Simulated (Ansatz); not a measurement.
```yaml
crystal:
  periodic: [false, false, false]
  atoms:
    - {symbol: C, position_ang: [-1.936500, 1.002326, 0.794818]}
    - {symbol: Si, position_ang: [-0.283443, 1.360429, 0.018557]}
    - {symbol: S, position_ang: [1.327978, 0.428709, 1.091607]}
    - {symbol: S, position_ang: [0.782969, -1.523052, 0.724138]}
    - {symbol: C, position_ang: [1.668527, -1.876233, -0.802981]}
    - {symbol: H, position_ang: [-1.978674, 1.396685, 1.811944]}
    - {symbol: H, position_ang: [-2.109845, -0.074973, 0.830738]}
    - {symbol: H, position_ang: [-2.737554, 1.461731, 0.209367]}
    - {symbol: H, position_ang: [0.027802, 2.816446, 0.048579]}
    - {symbol: H, position_ang: [-0.248285, 0.884881, -1.390669]}
    - {symbol: H, position_ang: [1.334002, -1.221714, -1.607543]}
    - {symbol: H, position_ang: [1.429775, -2.911748, -1.057286]}
    - {symbol: H, position_ang: [2.743549, -1.778288, -0.656469]}
basis:
  gaussian: {orbitals: 6-31G}
hamiltonian: {xc: {name: r2SCAN0}}
```

```sh
$ ansatz run in.yaml --threads 2 --pin off --events-out ev --progress --plain --max-ram 32768MiB --backend cpu
```

Shortened log:

```
Functional definition: r2SCAN0
935 factors; integrals over basis functions are off by at most 2.1e-4 eV
mean field evaluation 1: about -31740.5043 eV, gradient 4.1e1 eV
mean field evaluation 2: about -31740.1913 eV, gradient 4.1e1 eV
mean field evaluation 4: about -31744.6254 eV, gradient 1.0e0 eV
mean field evaluation 8: about -31744.8750 eV, gradient 1.5e-1 eV
mean field evaluation 16: about -31744.8751 eV, gradient 3.2e-5 eV
mean field -31744.87506081 eV, -1166.6026410356 hartree, gradient 3.2e-5 eV, S^2 0.000000; 0 other end points of the search recorded, 0 dependent functions left out
reference -31744.87506850 eV, -1166.6026413182 hartree; 33, 33 occupied and 40, 40 virtual orbitals, 935 factors
Total energy: -31744.87506850 eV, -1166.6026413182 hartree
```

Hardware: 2 threads of an AMD EPYC 7R13 on a shared host. Wall time 2.5 s, peak host memory 0.54 GiB.
